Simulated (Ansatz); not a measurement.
Basis-set extrapolation for BH7O2Si2 (`OB([SiH3])O[SiH3]`) (PBE0-D4/def2-TZVP geometry, frozen core, the Gaussian-basis code of Ansatz). Multiplicity 1, RHF reference.

```json
{"": "HF", "def2-TZVPP": "-756.589891", "def2-QZVPP": "-756.616886"}
{"": "MP2 correlation", "def2-TZVPP": "-0.822504", "def2-QZVPP": "-0.886142"}
{"": "CCSD(T) correlation", "def2-TZVPP": "-0.905157", "def2-QZVPP": "not run"}
```

Energies in hartree. Use E(X) = E(∞) + A·exp(−7.88·√X) for Hartree–Fock and E(X) = E(∞) + B·X^(−2.97) for correlation, with X = 3 and 4, and add CCSD(T) minus MP2 of the smaller set to the MP2 limit.

Task: What is the CCSD(T) energy at the basis-set limit?

Result: HF limit: -756.616886 + (-0.026995) × 0.13774 = -756.62060. MP2 limit: -0.886142 + (-0.063638) × 0.74074 = -0.93328. Higher-order term: -0.905157 − (-0.822504) = -0.08265. Total: -757.63653 hartree, 88.8 kcal/mol below CCSD(T)/def2-TZVPP.
